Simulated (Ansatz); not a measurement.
Consider the hydrogenolysis of the Al–C bond: `C#[C][Al]([CH3])[CH3]` + H₂ → `C#[C][AlH][CH3]` + CH₄.

Isolated molecules relaxed with PBE0-D4/def2-TZVP in Ansatz; ΔE leaves out vibrations. CCSD(T)/CBS adds triple-zeta CCSD(T) − MP2 to the extrapolated MP2 energy (def2 sets, frozen cores). This one scheme is used for every species. Functionals use def2-TZVPP.

```csv
level,ΔE (eV)
PBE-QIDH,-0.26
CCSD/def2-SVP,-0.41
```

Problem. What does CCSD(T)/CBS give? (An estimate is asked.)

Solution. Ansatz gave: -0.22 eV. The listed levels differ from it by -0.04, -0.19 eV.

Largest T1 diagnostic among the species: 0.012.

In def2-TZVPP, CCSD(T) changes the Hartree–Fock value by +0.24 eV (the triples alone add +0.04 eV) and MP2 by +0.29 eV. From BLYP to BHLYP (50 % exact exchange), in def2-TZVPP and without D4, ΔE moves by −0.06 eV.
